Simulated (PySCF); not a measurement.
**Partial charges of `COB(OC)[C@@H]1CC12CCC2`**

C₈H₁₅BO₂.
Atom-mapped SMILES: `[CH3:1][O:2][B:3]([O:4][CH3:5])[C@@H:6]1[CH2:7][C:8]12[CH2:9][CH2:10][CH2:11]2` (hydrogens: H12, H13, H14 on C1; H15, H16, H17 on C5; H18 on C6; H19, H20 on C7; H21, H22 on C9; H23, H24 on C10; H25, H26 on C11)

Geometry (PBE0-D3(BJ)/def2-SVP, Å), atoms numbered from 1 in this order:
```xyz
26
C8H15BO2 angstrom
C      2.3747    1.9326    1.1153
O      2.3498    0.9241    0.1443
B      1.3567   -0.0107    0.0702
O      1.4429   -0.9369   -0.9237
C      2.4998   -0.9244   -1.8461
C      0.1202   -0.0734    1.0162
C     -0.6140   -1.3950    1.1742
C     -1.2375   -0.3052    0.3907
C     -1.6308   -0.3725   -1.0825
C     -3.0822   -0.0743   -0.6461
C     -2.5572    0.3791    0.7342
H      3.2394    2.5827    0.9180
H      2.4803    1.5194    2.1328
H      1.4642    2.5551    1.0893
H      3.4626   -1.1573   -1.3615
H      2.2977   -1.6871   -2.6118
H      2.6025    0.0566   -2.3379
H      0.0995    0.5806    1.8946
H     -1.0334   -1.6262    2.1582
H     -0.2057   -2.2506    0.6287
H     -1.1914    0.4510   -1.6675
H     -1.4336   -1.3166   -1.6098
H     -3.6840   -0.9920   -0.5714
H     -3.6443    0.6641   -1.2364
H     -3.0917    0.0210    1.6280
H     -2.4516    1.4740    0.8014
```

Density: PBE0/pcSseg-1 (PySCF); schemes: Mulliken, IAO, Hirshfeld and ESP-fitted. The structure is a single PBE0-D3(BJ)/def2-SVP conformer in the gas phase; no vibrational or solvent corrections.

Task: Atoms with like bonding are taken together and averaged. Which atoms carry the lowest charge in the Mulliken, IAO, Hirshfeld and ESP-fitted schemes?

Result: The schemes don't all agree: Mulliken O2/O4 (-0.520); IAO O2/O4 (-0.404); Hirshfeld O2/O4 (-0.171); ESP-fitted C6 (-0.462).

Task: For which atoms does the sign change between the 4 schemes (beyond +0.03 e in one, beyond −0.03 e in another)?

Result: C8. Atomic charges aren't observables, and each scheme defines them in its own way.

Task: At which atom do the 4 schemes differ most?

Result: At C8: from -0.387 (Mulliken) to +0.371 e (ESP-fitted), 0.758 e apart.

Task: What partial charge does each atom carry?

Result: In e; atoms taken as equivalent share a row and are averaged (×n: the atom named and its like, n in all):

```
    atom                    environment  Mulliken     IAO  Hirshfeld  ESP-fitted
   C1/C5                 methoxy carbon    -0.022  -0.190     -0.032      -0.221
   O2/O4             boron-bound oxygen    -0.520  -0.404     -0.171      -0.367
      B3         three-coordinate boron    +0.714  +0.479     +0.237      +0.738
      C6      sp3 carbon bound to boron    -0.414  -0.314     -0.132      -0.462
      C7     three-membered-ring carbon    -0.098  -0.268     -0.089      -0.349
      C8  sp3 carbon at a ring junction    -0.387  +0.038     +0.012      +0.371
      C9      four-membered-ring carbon    -0.115  -0.257     -0.072      -0.198
     C10      four-membered-ring carbon    -0.223  -0.256     -0.070      -0.153
     C11      four-membered-ring carbon    -0.112  -0.261     -0.071      -0.161
H12 (×6)                methyl hydrogen    +0.109  +0.137     +0.043      +0.110
     H18               methine hydrogen    +0.116  +0.137     +0.035      +0.124
     H19             methylene hydrogen    +0.123  +0.139     +0.043      +0.137
     H20             methylene hydrogen    +0.136  +0.148     +0.042      +0.104
     H21             methylene hydrogen    +0.114  +0.129     +0.035      +0.066
     H22             methylene hydrogen    +0.119  +0.136     +0.036      +0.067
     H23             methylene hydrogen    +0.123  +0.134     +0.037      +0.062
     H24             methylene hydrogen    +0.113  +0.129     +0.035      +0.069
     H25             methylene hydrogen    +0.112  +0.127     +0.035      +0.052
     H26             methylene hydrogen    +0.112  +0.129     +0.035      +0.047
```

Mean size of the charges over all atoms: IAO 0.196 e, ESP-fitted 0.192 e, Mulliken 0.187 e, Hirshfeld 0.065 e. Each set sums to the total charge, 0, to within 0.002 e. The IAO scheme counts the electrons in orthogonalised intrinsic atomic orbitals, a minimal basis polarised so that it spans the occupied orbitals exactly.

Some averages cover members that differ in this geometry: C1/C5, ESP-fitted -0.300 to -0.143; H12 (×6), ESP-fitted +0.073 to +0.147; O2/O4, ESP-fitted -0.399 to -0.336 e.

Task: How closely do the schemes follow one another over all atoms?

Result: Correlation coefficient and root-mean-square difference: IAO with Hirshfeld 0.97, 0.142 e; Hirshfeld with ESP-fitted 0.93, 0.176 e; Mulliken with Hirshfeld 0.93, 0.178 e; IAO with ESP-fitted 0.91, 0.105 e; Mulliken with IAO 0.87, 0.125 e; Mulliken with ESP-fitted 0.75, 0.178 e.

Task: Sum the charges by element, for elements with more than one atom.

Result: 
| element | atoms | Mulliken | IAO | Hirshfeld | ESP-fitted |
| --- | --- | --- | --- | --- | --- |
| C | 8 | -1.392 | -1.699 | -0.487 | -1.394 |
| O | 2 | -1.041 | -0.808 | -0.342 | -0.735 |
| H | 15 | +1.719 | +2.027 | +0.590 | +1.391 |
